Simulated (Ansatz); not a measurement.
CH7BFNSi can be A, `C[SiH2]B(N)F`, or B, `NC[SiH2]BF`.

Program: Ansatz. Geometries: PBE0-D4/def2-TZVP. ΔE: electronic, gas phase. CCSD(T)/CBS is the MP2 limit (def2-TZVPP, def2-QZVPP) plus CCSD(T) − MP2 in def2-TZVPP, frozen cores. DFT in def2-TZVPP. B3LYP here is the variant with VWN-RPA as its local correlation; programs differ in this. One conformer a species, not always the lowest.

Question: Which is lower in electronic energy at CCSD(T)/CBS, and by how much? (Best estimate.)

Answer: Ansatz gave: A, by 237.2 kJ/mol.

Question: Give E(B) − E(A) in kJ/mol with B2PLYP, ωB97M-V, PBE0-D4, r2SCAN-D4, MP2/def2-TZVPP, B3LYP, CCSD(T)/def2-TZVPP. (Best estimate.)

Answer: The calculation gave: B2PLYP 240.4, ωB97M-V 239.7, PBE0-D4 239.2, r2SCAN-D4 245.4, MP2/def2-TZVPP 242.9, B3LYP 238.9, CCSD(T)/def2-TZVPP 236.9. None reverses the order clearly.

Largest T1 diagnostic: 0.012.
